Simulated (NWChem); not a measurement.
System: BH, singlet; SMILES [BH]

All runs: NWChem. Low-valent species are run as closed-shell singlets; no triplet was tried in these runs. All runs use the structure optimised with PBE0/def2-SVP. B3LYP is NWChem's, with the RPA form of VWN correlation. Ions are spin-unrestricted doublets at the neutral geometry; other ion states weren't tried.

For level PBE/def2-SVP:

```yaml
"−ε(HOMO) (eV)": 5.42
```

Question: What are these values for level B3LYP/def2-SVP?

Answer: The −ε(HOMO) (eV) is 6.43.
